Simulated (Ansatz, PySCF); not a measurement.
Gas-phase reaction (SMILES): C#CB(Cl)Cl + N (NH3) → NB(Cl)Cl + C#C (C2H2); ammonia cleaves one B-C bond, a model of a ligand-exchange step.

Each molecule is optimised on its own at B3LYP-D3(BJ)/def2-TZVP (Ansatz, an electronic-structure program), one conformer each, not searched for the lowest. Valence correlation only, unless marked. No spin-orbit coupling. Non-relativistic. Basis-set limits of correlation are two-point, X^-3; Hartree-Fock from the larger set. Thermal terms are rigid-rotor harmonic-oscillator values from B3LYP-D3(BJ) frequencies (PySCF) at 298.15 K and 1 atm. 1 Eh = 627.5095 kcal/mol.

```json
[
 {"species": "C#CB(Cl)Cl", "E, CCSD(T)/CBS(aug-cc-pV(T+d)Z,aug-cc-pV(Q+d)Z) (Ansatz) (Eh)": "-1021.07007", "E, PBE0-D4/def2-TZVPD (Ansatz + dftd4) (Eh)": "-1021.72212", "H - E (Eh)": "0.03193", "G - E (Eh)": "-0.00401"},
 {"species": "N (NH3)", "E, CCSD(T)/CBS(aug-cc-pV(T+d)Z,aug-cc-pV(Q+d)Z) (Ansatz) (Eh)": "-56.50411", "E, PBE0-D4/def2-TZVPD (Ansatz + dftd4) (Eh)": "-56.51535", "H - E (Eh)": "0.03799", "G - E (Eh)": "0.01614"},
 {"species": "NB(Cl)Cl", "E, CCSD(T)/CBS(aug-cc-pV(T+d)Z,aug-cc-pV(Q+d)Z) (Ansatz) (Eh)": "-1000.38391", "E, PBE0-D4/def2-TZVPD (Ansatz + dftd4) (Eh)": "-1001.00905", "H - E (Eh)": "0.03939", "G - E (Eh)": "0.00600"},
 {"species": "C#C (C2H2)", "E, CCSD(T)/CBS(aug-cc-pV(T+d)Z,aug-cc-pV(Q+d)Z) (Ansatz) (Eh)": "-77.22140", "E, PBE0-D4/def2-TZVPD (Ansatz + dftd4) (Eh)": "-77.25734", "H - E (Eh)": "0.03061", "G - E (Eh)": "0.00785"}
]
```

Problem. Work out ΔE and ΔH, ΔG, ΔS and the equilibrium constant at 298.15 K at the first level, then ΔH at the second.

Solution. 
1. ΔE = [(-1000.38391) + (-77.22140)] - [(-1021.07007) + (-56.50411)] = -0.03113 Eh = -19.5 kcal/mol at CCSD(T)/CBS(aug-cc-pV(T+d)Z,aug-cc-pV(Q+d)Z).
2. The terms H - E add up to 0.00008 Eh, so ΔH = (-0.03113 + (0.00008))×627.5095 = -19.5 kcal/mol.
3. The terms G - E add up to 0.00172 Eh, so ΔG = -18.5 kcal/mol, and ΔS = (0.00008 - (0.00172))×627509.5/298.15 = -3.5 cal/(mol K).
4. log10 K = -ΔG/(RT ln 10) = 13.6, with RT ln 10 = 1.3642 kcal/mol.
5. At PBE0-D4/def2-TZVPD the same steps give ΔE = -18.1 and ΔH = -18.1 kcal/mol, a shift of +1.4 from the first level.
6. These values are not checked against measurement here, since the tables used lack a sound gas-phase enthalpy of formation for at least one species.
